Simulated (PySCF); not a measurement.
A structure optimised at B3LYP-D3(BJ)/def2-SVP, used in a PySCF frequency run:

```
Sn
H 1 1.7072
O 1 2.0093 2 102.75
C 3 1.4016 1 120.78 2 -179.35
H 4 1.1049 3 108.99 1 179.17
H 4 1.1110 5 107.01 3 122.71
H 4 1.1111 5 107.04 6 114.49
H 1 1.7198 2 117.44 3 119.12
N 1 2.0472 2 109.18 3 -119.10
H 9 1.0200 1 114.13 2 -175.46
H 9 1.0202 10 107.72 1 127.26
```
Charge 0, spin multiplicity 1.

Q: Write its SMILES and formula.

A: C[O][SnH2][NH2], CH7NOSn

Q: What are its rotational constants (standard atomic weights)?

A: 6.8108, 2.6364, 2.0917 GHz
